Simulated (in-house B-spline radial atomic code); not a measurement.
A fraction x of an electron is removed from 2p in the neon ion Ne⁵⁺, starting from [He] 2s2 2p1 and keeping the highest spin. Method: non-relativistic r2SCAN0, spin-polarised, spherical fractional occupations, point nucleus. Calculated with an all-electron radial atomic-structure program (B-spline basis).

Caution: exact exchange at fractional occupations of open shells leaves self-interaction of up to several eV.

```
   x  E(x) - E(0) (eV)  2p up level (eV)
   0            0.0000          -141.167
0.05            7.0928          -142.545
0.13           18.5847          -144.754
0.32           46.5876          -150.017
0.41           60.2016          -152.516
 0.5           74.0407          -155.019
0.53           78.7038          -155.854
0.69          103.9968          -160.311
0.77          116.9109          -162.543
0.93          143.2761          -167.027
   1          155.0371                 -
```

The exact functional would give a straight line between the two integer points. Deviations E(x) - E(0) - x[E(1) - E(0)], in eV: -0.659 at x = 0.05, -1.57 at x = 0.13, -3.024 at x = 0.32, -3.364 at x = 0.41, -3.478 at x = 0.5, -3.466 at x = 0.53, -2.979 at x = 0.69, -2.468 at x = 0.77, -0.908 at x = 0.93.

The curve lies below the straight line by up to 3.478 eV (at x = 0.5): convex, the delocalisation error, to which spherically averaged exact exchange adds.

Q: How well does Slater's transition state (minus the level at half occupation) give the ionisation energy?

A: It gives 155.019 eV against 155.037 eV from the two total energies; NIST lists 157.93 eV, ground level to ground level. The end point has an open shell averaged over its orbitals, so its exact exchange keeps a self-interaction and this is no true integer point.
